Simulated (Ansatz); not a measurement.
```yaml
crystal:
  periodic: [false, false, false]
  atoms:
    - {symbol: Al, position_ang: [-1.401028, -1.797561, 0.881794]}
    - {symbol: Al, position_ang: [0.438413, -1.259883, -0.968622]}
    - {symbol: Al, position_ang: [0.393133, 1.832904, -2.314126]}
    - {symbol: Sb, position_ang: [-0.874594, -0.587687, 3.210274]}
    - {symbol: Sb, position_ang: [2.501878, -0.300593, 0.498336]}
    - {symbol: Sb, position_ang: [1.423398, 2.332057, 0.693773]}
    - {symbol: H, position_ang: [-1.068793, -0.602375, -0.361494]}
    - {symbol: H, position_ang: [-2.717714, -2.579949, 0.429662]}
    - {symbol: H, position_ang: [0.479449, -2.273680, -2.199823]}
    - {symbol: H, position_ang: [0.011995, -2.550784, 0.331666]}
    - {symbol: H, position_ang: [-0.896659, 2.570598, -2.901186]}
    - {symbol: H, position_ang: [1.902055, 2.312421, -2.530875]}
    - {symbol: H, position_ang: [-2.305820, 0.371492, 2.982475]}
    - {symbol: H, position_ang: [-1.804023, -1.808375, 4.029276]}
    - {symbol: H, position_ang: [0.256442, 0.200557, -2.151880]}
    - {symbol: H, position_ang: [3.370080, 0.210936, -0.915927]}
    - {symbol: H, position_ang: [0.068317, 2.170842, -0.534035]}
    - {symbol: H, position_ang: [0.223462, 1.759080, 1.820699]}
basis:
  gaussian: {orbitals: def2-TZVP}
magnetization: {spin_polarized: true, initial_magnetization: 2}
hamiltonian: {xc: pbe0, dispersion: d4}
scf: {omitted_lower_state_checks: [starts]}
output: {orbitals: {seedname: orbitals}}
```

```sh
$ ansatz run in.yaml --threads 4 --pin off --events-out ev --progress --plain --max-ram 4787MiB
```

Does this run fit into the memory that it is given?

No. It has 333 basis functions, and Ansatz plans for 4.89 GiB where 4.67 GiB are given.
